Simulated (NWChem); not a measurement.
System: C₂H₆OSi; SMILES CC(=O)[SiH3]

Input file for NWChem:

```
start job
memory heap 200 mb stack 900 mb global 1100 mb
geometry units angstroms noautosym nocenter noautoz
  C     -1.068579     1.450562     0.000000
  C      0.139094     0.552839     0.000000
  O      1.269155     0.985089     0.000000
  Si    -0.043709    -1.384354     0.000000
  H     -1.694413     1.239954     0.883215
  H     -1.694413     1.239954    -0.883215
  H     -0.757116     2.504703     0.000000
  H      0.642923    -1.899958    -1.219651
  H      0.642923    -1.899958     1.219651
  H     -1.470172    -1.835815     0.000000
end
basis spherical
  * library pcsseg-1
end
dft
  xc slater vwn_5
  iterations 150
end
property
  shielding 8 1 2 3 4 5 7 8 10
end
task dft property
```

Excerpt of the output:

```
             Northwest Computational Chemistry Package (NWChem) 7.3.0
             --------------------------------------------------------

                             Geometry "geometry" -> ""
                             -------------------------

 Output coordinates in angstroms (scale by  1.889725989 to convert to a.u.)

  No.       Tag          Charge          X              Y              Z
 ---- ---------------- ---------- -------------- -------------- --------------
    1 C                    6.0000    -1.06857900     1.45056200     0.00000000
    2 C                    6.0000     0.13909400     0.55283900     0.00000000
    3 O                    8.0000     1.26915500     0.98508900     0.00000000
    4 Si                  14.0000    -0.04370900    -1.38435400     0.00000000
    5 H                    1.0000    -1.69441300     1.23995400     0.88321500
    6 H                    1.0000    -1.69441300     1.23995400    -0.88321500
    7 H                    1.0000    -0.75711600     2.50470300     0.00000000
    8 H                    1.0000     0.64292300    -1.89995800    -1.21965100
    9 H                    1.0000     0.64292300    -1.89995800     1.21965100
   10 H                    1.0000    -1.47017200    -1.83581500     0.00000000

 Effective nuclear repulsion energy (a.u.)     155.0061786484

                              NWChem Property Module
                              ----------------------

  itol2e modified to match energy
  convergence criterion.

                                 NWChem DFT Module
                                 -----------------

 Summary of "ao basis" -> "ao basis" (spherical)
 ------------------------------------------------------------------------------
       Tag                 Description            Shells   Functions and Types
 ---------------- ------------------------------  ------  ---------------------
 C                          pcsseg-1                 7       17   3s3p1d
 O                          pcsseg-1                 7       17   3s3p1d
 Si                         pcsseg-1                10       24   4s5p1d
 H                          pcsseg-1                 3        5   2s1p

  itol2e modified to match energy
  convergence criterion.

            General Information
            -------------------
          SCF calculation type: DFT
          Wavefunction type:  closed shell.
          No. of atoms     :    10
          No. of electrons :    40
           Alpha electrons :    20
            Beta electrons :    20
          Charge           :     0
          Spin multiplicity:     1
          Use of symmetry is: off; symmetry adaption is: off
          Maximum number of iterations: 150
          AO basis - number of functions:   105
                     number of shells:    49
          Convergence on energy requested:  1.00D-07
          Convergence on density requested:  1.00D-05
          Convergence on gradient requested:  5.00D-04

              XC Information
              --------------
                        Slater Exchange Functional  1.000 local
                      VWN V Correlation Functional  1.000 local

             Grid Information
             ----------------
          Grid used for XC integration:  fine
          Radial quadrature: Mura-Knowles
          Angular quadrature: Lebedev.
          Tag              B.-S. Rad. Rad. Pts. Rad. Cut. Ang. Pts.
          ---              ---------- --------- --------- ---------
          C                   0.70       70          11.0       590
          O                   0.60       70          11.0       590
          Si                  1.10      123          11.0       770
          H                   0.35       60          12.0       590
          Grid pruning is: on
          Number of quadrature shells:   693
          Spatial weights used:  Erf1

      Superposition of Atomic Density Guess
      -------------------------------------

 Sum of atomic energies:        -441.85823548

      Non-variational initial energy
      ------------------------------

 Total energy =    -443.679794
 1-e energy   =    -914.840673
 2-e energy   =     316.154700
 HOMO         =      -0.287054
 LUMO         =      -0.044130

   convergence    iter        energy       DeltaE   RMS-Dens  Diis-err
 ---------------- ----- ----------------- --------- --------- ---------
 d= 0,ls=0.0,diis     1   -441.9118544695 -5.97D+02  2.76D-02  1.62D+00
 d= 0,ls=0.0,diis     2   -440.9796650196  9.32D-01  2.56D-02  9.75D+00
 d= 0,ls=0.0,diis     3   -442.0164878108 -1.04D+00  4.32D-03  2.99D-01
 d= 0,ls=0.0,diis     4   -442.0381961285 -2.17D-02  2.21D-03  4.89D-02
 d= 0,ls=0.0,diis     5   -442.0434087332 -5.21D-03  8.38D-04  6.02D-03
  Resetting Diis
 d= 0,ls=0.0,diis     6   -442.0442442271 -8.35D-04  1.66D-04  2.79D-04
 d= 0,ls=0.0,diis     7   -442.0442856110 -4.14D-05  9.45D-05  1.56D-05
 d= 0,ls=0.0,diis     8   -442.0442763716  9.24D-06  6.08D-05  1.11D-04
 d= 0,ls=0.0,diis     9   -442.0442871169 -1.07D-05  1.21D-05  2.69D-06
 d= 0,ls=0.0,diis    10   -442.0442873795 -2.63D-07  1.83D-06  1.15D-07
 d= 0,ls=0.0,diis    11   -442.0442873930 -1.36D-08  6.27D-07  5.13D-09

         Total DFT energy =     -442.044287393016
      One electron energy =     -918.499919594701
           Coulomb energy =      361.457422183613
    Exchange-Corr. energy =      -40.007968630346
 Nuclear repulsion energy =      155.006178648418

 Numeric. integr. density =       40.000001533638

                       DFT Final Molecular Orbital Analysis
                       ------------------------------------

 Vector   18  Occ=2.000000D+00  E=-3.144952D-01
              MO Center= -3.9D-01, -1.4D+00,  1.0D-08, r^2= 3.2D+00
   Bfn.  Coefficient  Atom+Function         Bfn.  Coefficient  Atom+Function
  ----- ------------  ---------------      ----- ------------  ---------------
   101     -0.332671  10 H  s                65      0.325034   4 Si px
    91      0.207606   8 H  s                96      0.207606   9 H  s
   102     -0.203623  10 H  s                68      0.136889   4 Si px
    92      0.119150   8 H  s                97      0.119150   9 H  s
    86     -0.115132   7 H  s                 8     -0.094574   1 C  py

 Vector   19  Occ=2.000000D+00  E=-3.141635D-01
              MO Center=  4.8D-01, -1.3D+00, -9.5D-09, r^2= 3.0D+00
   Bfn.  Coefficient  Atom+Function         Bfn.  Coefficient  Atom+Function
  ----- ------------  ---------------      ----- ------------  ---------------
    67      0.323904   4 Si pz               91     -0.307665   8 H  s
    96      0.307665   9 H  s                43     -0.172791   3 O  pz
    70      0.162829   4 Si pz               92     -0.161088   8 H  s
    97      0.161088   9 H  s                46     -0.152367   3 O  pz
    40     -0.092752   3 O  pz               61     -0.088511   4 Si pz

 Vector   20  Occ=2.000000D+00  E=-2.087578D-01
              MO Center=  5.7D-01,  5.4D-01, -4.4D-10, r^2= 2.6D+00
   Bfn.  Coefficient  Atom+Function         Bfn.  Coefficient  Atom+Function
  ----- ------------  ---------------      ----- ------------  ---------------
    45      0.388810   3 O  py               42      0.371458   3 O  py
    66      0.248050   4 Si py                3     -0.244665   1 C  s
    39      0.203024   3 O  py               54      0.173626   4 Si s
    20      0.158985   2 C  s               102     -0.154805  10 H  s
     7     -0.152241   1 C  px               25     -0.145600   2 C  py

 Vector   21  Occ=0.000000D+00  E=-9.336206D-02
              MO Center=  3.4D-01,  4.2D-01,  3.2D-10, r^2= 2.5D+00
   Bfn.  Coefficient  Atom+Function         Bfn.  Coefficient  Atom+Function
  ----- ------------  ---------------      ----- ------------  ---------------
    29      0.511031   2 C  pz               46     -0.430223   3 O  pz
    26      0.383625   2 C  pz               92      0.327039   8 H  s
    97     -0.327039   9 H  s                70      0.309247   4 Si pz
    43     -0.302799   3 O  pz               23      0.176135   2 C  pz
    40     -0.170072   3 O  pz               76     -0.130755   5 H  s

 Vector   22  Occ=0.000000D+00  E=-1.471458D-02
              MO Center= -2.5D-01, -1.2D+00,  2.5D-10, r^2= 4.8D+00
   Bfn.  Coefficient  Atom+Function         Bfn.  Coefficient  Atom+Function
  ----- ------------  ---------------      ----- ------------  ---------------
    69      1.309223   4 Si py               20     -1.003721   2 C  s
    92      0.480144   8 H  s                97      0.480144   9 H  s
    28      0.440027   2 C  py              102      0.343914  10 H  s
     3     -0.341944   1 C  s                77      0.270908   5 H  s
    82      0.270908   6 H  s                66      0.238968   4 Si py

[...]

          -----------------------------------------
          Chemical Shielding Tensors (GIAO, in ppm)
          -----------------------------------------

                                NWChem CPHF Module
                                ------------------

  scftype          =     RHF
  nclosed          =       20
  nopen            =        0
  variables        =     1700
  # of vectors     =        3
  tolerance        = 0.10D-03
  level shift      = 0.00D+00
  max iterations   =       50
  max subspace     =       30

 SCF residual:    7.1861468935335446E-006

Iterative solution of linear equations
  No. of variables     1700
  No. of equations        3
  Maximum subspace       30
        Iterations       50
       Convergence  1.0D-04

   iter   nsub   residual    time
   ----  ------  --------  ---------
     1      3    5.81D-06      22.5

      Atom:    1  C
        Diamagnetic
    257.3917     -6.5898     -0.0000
     -6.5898    253.7943      0.0000
     -0.0000      0.0000    247.5239

        Paramagnetic
   -129.8275    -36.6584     -0.0000
    -36.6584    -99.6906     -0.0000
     -0.0000     -0.0000   -127.2661

        Total Shielding Tensor
    127.5642    -43.2482     -0.0000
    -43.2482    154.1037     -0.0000
     -0.0000     -0.0000    120.2577

           isotropic =     133.9752
          anisotropy =      78.1454

          Principal Components and Axis System
                 1           2           3
              186.0722    120.2577     95.5958

      1        -0.5944     -0.0000      0.8042
      2         0.8042     -0.0000      0.5944
      3         0.0000      1.0000      0.0000

      Atom:    2  C
        Diamagnetic
    263.9850      0.0615     -0.0000
      0.0615    258.4395      0.0000
     -0.0000      0.0000    236.7531

        Paramagnetic
   -423.2220    -10.4126      0.0000
    -10.4126   -374.8814      0.0000
      0.0000      0.0000   -152.5676

        Total Shielding Tensor
   -159.2371    -10.3511      0.0000
    -10.3511   -116.4418      0.0000
      0.0000      0.0000     84.1855

           isotropic =     -63.8311
          anisotropy =    -146.6672

          Principal Components and Axis System
                 1           2           3
             -161.6092   -114.0697     84.1855

      1         0.9747     -0.2234      0.0000
      2         0.2234      0.9747      0.0000
      3        -0.0000     -0.0000      1.0000

      Atom:    3  O
        Diamagnetic
    418.3438      9.4569      0.0000
      9.4569    396.5223      0.0000
      0.0000      0.0000    401.3952

        Paramagnetic
  -1733.9719   -270.5436      0.0000
   -270.5436   -987.7097     -0.0000
      0.0000     -0.0000    -99.9263

        Total Shielding Tensor
  -1315.6281   -261.0867      0.0000
   -261.0867   -591.1874     -0.0000
      0.0000     -0.0000    301.4689

           isotropic =    -535.1155
          anisotropy =   -1297.2010

          Principal Components and Axis System
                 1           2           3
            -1399.9162   -506.8992    301.4689

      1         0.9516     -0.3072      0.0000
      2         0.3072      0.9516     -0.0000
      3        -0.0000      0.0000      1.0000

      Atom:    4  Si
        Diamagnetic
    879.9196      0.7886     -0.0000
      0.7886    886.8229      0.0000
     -0.0000      0.0000    878.6450

        Paramagnetic
   -447.4809     21.4990      0.0000
     21.4990   -445.1981      0.0000
      0.0000      0.0000   -478.0119

        Total Shielding Tensor
    432.4387     22.2875      0.0000
     22.2875    441.6249      0.0000
      0.0000      0.0000    400.6331

           isotropic =     424.8989
          anisotropy =      52.3331

          Principal Components and Axis System
                 1           2           3
              459.7877    414.2759    400.6331

      1         0.6317      0.7752     -0.0000
      2         0.7752     -0.6317     -0.0000
      3         0.0000      0.0000      1.0000

      Atom:    5  H
        Diamagnetic
     31.3102     -1.2374     -8.1982
     -1.2374     24.4917     -0.7430
     -8.1982     -0.7430     30.9446

        Paramagnetic
     -4.1097      1.1121      6.3522
      1.1121      3.8400      1.1321
      6.3522      1.1321     -2.0074

        Total Shielding Tensor
     27.2006     -0.1253     -1.8460
     -0.1253     28.3317      0.3891
     -1.8460      0.3891     28.9373

           isotropic =      28.1565
          anisotropy =       3.0551

          Principal Components and Axis System
                 1           2           3
               30.1932     28.2521     26.0242

      1        -0.5198      0.1497      0.8411
      2         0.2082      0.9770     -0.0452
      3         0.8285     -0.1516      0.5390

      Atom:    6  H
        Diamagnetic
     25.3666      0.0559      0.0000
      0.0559     39.4383      0.0000
      0.0000      0.0000     21.3445

        Paramagnetic
      1.0500     -0.4366     -0.0000
     -0.4366     -6.4848     -0.0000
     -0.0000     -0.0000      5.4596

        Total Shielding Tensor
     26.4166     -0.3806     -0.0000
     -0.3806     32.9535     -0.0000
     -0.0000     -0.0000     26.8040

           isotropic =      28.7247
          anisotropy =       6.3763

          Principal Components and Axis System
                 1           2           3
               32.9756     26.8040     26.3945

      1        -0.0579     -0.0000      0.9983
      2         0.9983      0.0000      0.0579
      3        -0.0000      1.0000      0.0000

      Atom:    7  H
        Diamagnetic
     24.9105     -2.2597     -4.7767
     -2.2597     27.3925      5.1089
     -4.7767      5.1089     30.8997

        Paramagnetic
      1.1498      1.2986      2.4827
      1.2986     -1.3239     -2.8504
      2.4827     -2.8504     -2.5319

        Total Shielding Tensor
     26.0603     -0.9611     -2.2939
     -0.9611     26.0686      2.2585
     -2.2939      2.2585     28.3679

           isotropic =      26.8323
          anisotropy =       6.2292

          Principal Components and Axis System
                 1           2           3
               30.9850     25.1038     24.4079

      1        -0.4481      0.6906      0.5678
      2         0.4440      0.7231     -0.5291
      3         0.7759     -0.0150      0.6306

      Atom:    8  H
        Diamagnetic
     34.4776      5.4091     -0.0000
      5.4091     27.0926      0.0000
     -0.0000      0.0000     22.0674

        Paramagnetic
     -5.0690     -3.6464      0.0000
     -3.6464     -0.7716      0.0000
      0.0000      0.0000      1.1059

        Total Shielding Tensor
     29.4087      1.7627      0.0000
      1.7627     26.3210      0.0000
      0.0000      0.0000     23.1733

           isotropic =      26.3010
          anisotropy =       5.8605

          Principal Components and Axis System
                 1           2           3
               30.2080     25.5217     23.1733

      1         0.9107     -0.4130     -0.0000
      2         0.4130      0.9107      0.0000
      3         0.0000     -0.0000      1.0000
```

Level: LDA (Slater exchange, VWN5)/pcSseg-1, GIAO. Structure relaxed at the PBE0/def2-SVP level. The output numbers the shielded atoms by their place in the input's list. The printed shielding anisotropy is the first printed principal value minus the mean of the other two.
